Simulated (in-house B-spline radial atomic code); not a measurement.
Inner levels of nickel as electrons are removed. A shift is the extra binding of the orbital against the neutral atom ([Ar] 3d8 4s2). The density at the nucleus is averaged over the nuclear charge. Computed with an all-electron radial atomic-structure program (B-spline basis): Dirac-Hartree-Fock, average of the configuration, finite nuclei.

```json
{"ion": "Ni", "configuration": "[Ar] 3d8 4s2", "shift of 2s1/2 (eV)": "0", "shift of 2p3/2 (eV)": "0", "shift of 1s1/2 (eV)": "0", "radius of 2s1/2 (bohr)": "0.24347", "radius of 2p3/2 (bohr)": "0.21593", "radius of 1s1/2 (bohr)": "0.054058", "Σ<r²> (bohr²)": "37.242", "change of density at nucleus (bohr⁻³)": "-"}
{"ion": "Ni+", "configuration": "[Ar] 3d9", "shift of 2s1/2 (eV)": "?", "shift of 2p3/2 (eV)": "?", "shift of 1s1/2 (eV)": "?", "radius of 2s1/2 (bohr)": "?", "radius of 2p3/2 (bohr)": "?", "radius of 1s1/2 (bohr)": "?", "Σ<r²> (bohr²)": "?", "change of density at nucleus (bohr⁻³)": "?"}
{"ion": "Ni2+", "configuration": "[Ar] 3d8", "shift of 2s1/2 (eV)": "?", "shift of 2p3/2 (eV)": "?", "shift of 1s1/2 (eV)": "?", "radius of 2s1/2 (bohr)": "?", "radius of 2p3/2 (bohr)": "?", "radius of 1s1/2 (bohr)": "?", "Σ<r²> (bohr²)": "?", "change of density at nucleus (bohr⁻³)": "?"}
{"ion": "Ni3+", "configuration": "[Ar] 3d7", "shift of 2s1/2 (eV)": "40.791", "shift of 2p3/2 (eV)": "40.835", "shift of 1s1/2 (eV)": "40.549", "radius of 2s1/2 (bohr)": "0.24349", "radius of 2p3/2 (bohr)": "0.21591", "radius of 1s1/2 (bohr)": "0.054058", "Σ<r²> (bohr²)": "12.785", "change of density at nucleus (bohr⁻³)": "-8.3528"}
{"ion": "Ni4+", "configuration": "[Ar] 3d6", "shift of 2s1/2 (eV)": "65.739", "shift of 2p3/2 (eV)": "65.699", "shift of 1s1/2 (eV)": "64.74", "radius of 2s1/2 (bohr)": "0.24347", "radius of 2p3/2 (bohr)": "0.21587", "radius of 1s1/2 (bohr)": "0.05406", "Σ<r²> (bohr²)": "10.875", "change of density at nucleus (bohr⁻³)": "-3.5661"}
{"ion": "Ni5+", "configuration": "[Ar] 3d5", "shift of 2s1/2 (eV)": "93.75", "shift of 2p3/2 (eV)": "93.621", "shift of 1s1/2 (eV)": "91.916", "radius of 2s1/2 (bohr)": "0.24341", "radius of 2p3/2 (bohr)": "0.2158", "radius of 1s1/2 (bohr)": "0.054062", "Σ<r²> (bohr²)": "9.3597", "change of density at nucleus (bohr⁻³)": "2.6259"}
{"ion": "Ni6+", "configuration": "[Ar] 3d4", "shift of 2s1/2 (eV)": "124.61", "shift of 2p3/2 (eV)": "124.4", "shift of 1s1/2 (eV)": "121.91", "radius of 2s1/2 (bohr)": "0.24333", "radius of 2p3/2 (bohr)": "0.21569", "radius of 1s1/2 (bohr)": "0.054064", "Σ<r²> (bohr²)": "8.1114", "change of density at nucleus (bohr⁻³)": "10.162"}
{"ion": "Ni7+", "configuration": "[Ar] 3d3", "shift of 2s1/2 (eV)": "158.18", "shift of 2p3/2 (eV)": "157.88", "shift of 1s1/2 (eV)": "154.62", "radius of 2s1/2 (bohr)": "0.24321", "radius of 2p3/2 (bohr)": "0.21554", "radius of 1s1/2 (bohr)": "0.054066", "Σ<r²> (bohr²)": "7.0569", "change of density at nucleus (bohr⁻³)": "18.993"}
{"ion": "Ni8+", "configuration": "[Ar] 3d2", "shift of 2s1/2 (eV)": "194.34", "shift of 2p3/2 (eV)": "193.98", "shift of 1s1/2 (eV)": "189.97", "radius of 2s1/2 (bohr)": "0.24305", "radius of 2p3/2 (bohr)": "0.21534", "radius of 1s1/2 (bohr)": "0.054069", "Σ<r²> (bohr²)": "6.1499", "change of density at nucleus (bohr⁻³)": "29.085"}
{"ion": "Ni9+", "configuration": "[Ar] 3d1", "shift of 2s1/2 (eV)": "233.01", "shift of 2p3/2 (eV)": "232.6", "shift of 1s1/2 (eV)": "227.9", "radius of 2s1/2 (bohr)": "0.24284", "radius of 2p3/2 (bohr)": "0.21509", "radius of 1s1/2 (bohr)": "0.054072", "Σ<r²> (bohr²)": "5.3597", "change of density at nucleus (bohr⁻³)": "40.414"}
{"ion": "Ni10+", "configuration": "[Ne] 3s2 3p6", "shift of 2s1/2 (eV)": "274.11", "shift of 2p3/2 (eV)": "273.67", "shift of 1s1/2 (eV)": "268.38", "radius of 2s1/2 (bohr)": "0.24259", "radius of 2p3/2 (bohr)": "0.21479", "radius of 1s1/2 (bohr)": "0.054075", "Σ<r²> (bohr²)": "4.6642", "change of density at nucleus (bohr⁻³)": "52.964"}
{"ion": "Ni11+", "configuration": "[Ne] 3s2 3p5", "shift of 2s1/2 (eV)": "315.81", "shift of 2p3/2 (eV)": "315.64", "shift of 1s1/2 (eV)": "314.25", "radius of 2s1/2 (bohr)": "0.24221", "radius of 2p3/2 (bohr)": "0.2148", "radius of 1s1/2 (bohr)": "0.054069", "Σ<r²> (bohr²)": "4.0098", "change of density at nucleus (bohr⁻³)": "69.57"}
{"ion": "Ni12+", "configuration": "[Ne] 3s2 3p4", "shift of 2s1/2 (eV)": "358.97", "shift of 2p3/2 (eV)": "359.11", "shift of 1s1/2 (eV)": "362.03", "radius of 2s1/2 (bohr)": "0.2418", "radius of 2p3/2 (bohr)": "0.21443", "radius of 1s1/2 (bohr)": "0.054061", "Σ<r²> (bohr²)": "3.4011", "change of density at nucleus (bohr⁻³)": "87.106"}
{"ion": "Ni13+", "configuration": "[Ne] 3s2 3p3", "shift of 2s1/2 (eV)": "403.54", "shift of 2p3/2 (eV)": "404.05", "shift of 1s1/2 (eV)": "411.68", "radius of 2s1/2 (bohr)": "0.24135", "radius of 2p3/2 (bohr)": "0.21401", "radius of 1s1/2 (bohr)": "0.054053", "Σ<r²> (bohr²)": "2.8336", "change of density at nucleus (bohr⁻³)": "105.58"}
{"ion": "Ni14+", "configuration": "[Ne] 3s2 3p2", "shift of 2s1/2 (eV)": "449.53", "shift of 2p3/2 (eV)": "450.45", "shift of 1s1/2 (eV)": "463.21", "radius of 2s1/2 (bohr)": "0.24088", "radius of 2p3/2 (bohr)": "0.21356", "radius of 1s1/2 (bohr)": "0.054044", "Σ<r²> (bohr²)": "2.3033", "change of density at nucleus (bohr⁻³)": "124.99"}
{"ion": "Ni15+", "configuration": "[Ne] 3s2 3p1", "shift of 2s1/2 (eV)": "496.91", "shift of 2p3/2 (eV)": "498.29", "shift of 1s1/2 (eV)": "516.61", "radius of 2s1/2 (bohr)": "0.24037", "radius of 2p3/2 (bohr)": "0.21308", "radius of 1s1/2 (bohr)": "0.054035", "Σ<r²> (bohr²)": "1.8069", "change of density at nucleus (bohr⁻³)": "145.34"}
{"ion": "Ni16+", "configuration": "[Ne] 3s2", "shift of 2s1/2 (eV)": "545.66", "shift of 2p3/2 (eV)": "547.55", "shift of 1s1/2 (eV)": "571.86", "radius of 2s1/2 (bohr)": "0.23982", "radius of 2p3/2 (bohr)": "0.21256", "radius of 1s1/2 (bohr)": "0.054025", "Σ<r²> (bohr²)": "1.3416", "change of density at nucleus (bohr⁻³)": "166.65"}
{"ion": "Ni17+", "configuration": "[Ne] 3s1", "shift of 2s1/2 (eV)": "?", "shift of 2p3/2 (eV)": "?", "shift of 1s1/2 (eV)": "?", "radius of 2s1/2 (bohr)": "?", "radius of 2p3/2 (bohr)": "?", "radius of 1s1/2 (bohr)": "?", "Σ<r²> (bohr²)": "?", "change of density at nucleus (bohr⁻³)": "?"}
{"ion": "Ni18+", "configuration": "[He] 2s2 2p6", "shift of 2s1/2 (eV)": "641.64", "shift of 2p3/2 (eV)": "647.58", "shift of 1s1/2 (eV)": "682.06", "radius of 2s1/2 (bohr)": "0.23953", "radius of 2p3/2 (bohr)": "0.21156", "radius of 1s1/2 (bohr)": "0.054018", "Σ<r²> (bohr²)": "0.4671", "change of density at nucleus (bohr⁻³)": "-183.5"}
{"ion": "Ni19+", "configuration": "[He] 2s2 2p5", "shift of 2s1/2 (eV)": "735.66", "shift of 2p3/2 (eV)": "756.03", "shift of 1s1/2 (eV)": "824.61", "radius of 2s1/2 (bohr)": "0.23671", "radius of 2p3/2 (bohr)": "0.20784", "radius of 1s1/2 (bohr)": "0.053958", "Σ<r²> (bohr²)": "0.39976", "change of density at nucleus (bohr⁻³)": "-119.08"}
```

Task: Fill in the row of Ni+.

Result: shift of 2s1/2 (eV): 1.5525; shift of 2p3/2 (eV): 1.7173; shift of 1s1/2 (eV): 2.3901; radius of 2s1/2 (bohr): 0.24348; radius of 2p3/2 (bohr): 0.21592; radius of 1s1/2 (bohr): 0.054057; Σ<r²> (bohr²): 19.153; change of density at nucleus (bohr⁻³): -13.448.

Task: Fill in the row of Ni2+.

Result: shift of 2s1/2 (eV): 19.223; shift of 2p3/2 (eV): 19.338; shift of 1s1/2 (eV): 19.612; radius of 2s1/2 (bohr): 0.24349; radius of 2p3/2 (bohr): 0.21592; radius of 1s1/2 (bohr): 0.054057; Σ<r²> (bohr²): 15.342; change of density at nucleus (bohr⁻³): -11.664.

Task: Fill in the row of Ni17+.

Result: shift of 2s1/2 (eV): 593.12; shift of 2p3/2 (eV): 596.98; shift of 1s1/2 (eV): 626.22; radius of 2s1/2 (bohr): 0.23984; radius of 2p3/2 (bohr): 0.21207; radius of 1s1/2 (bohr): 0.054022; Σ<r²> (bohr²): 0.89287; change of density at nucleus (bohr⁻³): -2.5425.
